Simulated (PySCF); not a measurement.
**Electron correlation in La²⁺ (lanthanum, charge +2)**

[Xe] 5d1, 2D determinant. Computed with PySCF 2.14 in x2c-TZVPPall (11s7p7d3f1g, 97 functions), with the spin-free X2C one-electron Hamiltonian (Gaussian nucleus). Frozen: [Kr] 4d10; 9 electrons correlated.

| level | correlation energy (mhartree) |
| --- | --- |
| CCSD | -174.71 |
| (T) | -4.36 |
| CCSD(T) | -179.07 |

Diagnostics: T1 = 0.0051, D1 = 0.0132, largest double amplitude 0.024.

Is a single reference adequate?

Yes, within this model without spin-orbit coupling: T1 lies below 0.03 and no double amplitude reaches 0.07.
